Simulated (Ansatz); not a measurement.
Species, as SMILES: [B]=O (B-O), doublet.
Atoms: B1, O2. Bonds: B1-O2.

Basis-set convergence of the optimised B1-O2 bond length at PBE with Ansatz (an electronic-structure program). All functions are spherical. Open shells are unrestricted. No added dispersion term, no relativity. Reference: the value in pcseg-4, 1.2123 Å, itself unsure by roughly 0.0001 Å (its mean distance from aug-pcseg-3, aug-cc-pVQZ, cc-pV5Z). Deviations are taken from unrounded values.

| basis | functions | optimised B1-O2 bond length (Å) |
|---|---|---|
| cc-pVDZ | 28 | 1.2211 |
| aug-cc-pVDZ | 46 | 1.2216 |
| def2-SVP | 28 | 1.2159 |
| def2-SVPD | 43 | 1.2167 |
| pcseg-1 | 28 | 1.2186 |
| aug-pcseg-1 | 46 | 1.2192 |
| 6-311G** | 36 | 1.2143 |
| 6-311+G** | 44 | 1.2156 |
| cc-pVTZ | 60 | 1.2154 |
| aug-cc-pVTZ | 92 | 1.2158 |
| pcseg-2 | 60 | 1.2128 |
| aug-pcseg-2 | 92 | 1.2129 |
| def2-TZVPP | 62 | 1.2145 |
| def2-TZVPPD | 77 | 1.2148 |
| cc-pVQZ | 110 | 1.2124 |
| aug-cc-pVQZ | 160 | 1.2126 |
| def2-QZVPP | 114 | 1.2126 |
| def2-QZVPPD | 129 | 1.2126 |
| pcseg-3 | 120 | 1.2123 |
| aug-pcseg-3 | 170 | 1.2123 |

What the diffuse functions change, pair by pair:
- cc-pVDZ to aug-cc-pVDZ: 18 more functions, deviation 0.0088 to 0.0093 Å
- def2-SVP to def2-SVPD: 15 more functions, deviation 0.0036 to 0.0044 Å
- pcseg-1 to aug-pcseg-1: 18 more functions, deviation 0.0063 to 0.0069 Å
- 6-311G** to 6-311+G**: 8 more functions, deviation 0.0020 to 0.0033 Å
- cc-pVTZ to aug-cc-pVTZ: 32 more functions, deviation 0.0031 to 0.0035 Å
- pcseg-2 to aug-pcseg-2: 32 more functions, deviation 0.0005 to 0.0006 Å
- def2-TZVPP to def2-TZVPPD: 15 more functions, deviation 0.0023 to 0.0025 Å
- cc-pVQZ to aug-cc-pVQZ: 50 more functions, deviation 0.0001 to 0.0004 Å
- def2-QZVPP to def2-QZVPPD: 15 more functions, deviation 0.0003 to 0.0004 Å
- pcseg-3 to aug-pcseg-3: 50 more functions, deviation 0.0001 to 0.0000 Å

They bring the value nearer the reference by more than 0.0001 Å in 0 of 10 pairs.
